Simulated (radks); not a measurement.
Problem. Ge, configuration [Ar] 3d10 4s2 4p2 (the NIST ground configuration). Method: Dirac Kohn-Sham, Slater X-alpha with alpha = 0.965, spin-unpolarised, spherical densities, finite nucleus; open shells fill j = l - 1/2 first; Fermi nuclear charge, rms radius 4.0742 fm; computed with a radial shooting solver on a logarithmic mesh with Libxc functionals. Some entries of the table are withheld. Estimate them.

orbital,occ.,eigenvalue (eV),<r^2> (bohr^2)
1s1/2,2,-11051.78,(1)
2s1/2,2,-1397.544,0.05141
2p1/2,2,-1250.339,0.03969
2p3/2,4,-1217.677,0.04117
3s1/2,2,(2),0.4403
3p1/2,2,(3),0.4672
3p3/2,4,(4),0.4827
3d3/2,4,-36.5855,0.6302
3d5/2,6,-35.9479,0.6390
4s1/2,2,-13.5573,4.751
4p1/2,2,-5.2179,8.150
4p3/2,0,-4.9872,8.462

Solution. 
(1) 1s1/2 <r^2> (bohr^2): 0.002959
(2) 3s1/2 eigenvalue (eV): -176.7762
(3) 3p1/2 eigenvalue (eV): -126.9545
(4) 3p3/2 eigenvalue (eV): -122.5056
